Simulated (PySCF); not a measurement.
arsine (H₃As), SMILES [AsH3]. Heavy atoms are numbered as in [AsH3:1]. Hydrogens are named by the atom that carries them.

The structure is a stationary point at B3LYP-D3(BJ)/def2-TZVP.

Computed with PySCF with HF/pcSseg-1.

GIAO shieldings, no solvent; atoms alike by connectivity are averaged. δ = σ(ref) − σ: ¹H against TMS (σ = 31.99 ppm), references at their B3LYP-D3(BJ)/def2-TZVP geometries, non-relativistic.

Computed chemical shifts:
```tsv
nucleus	atoms	count	δ (ppm)
¹H	H on As1	3	2.85
```
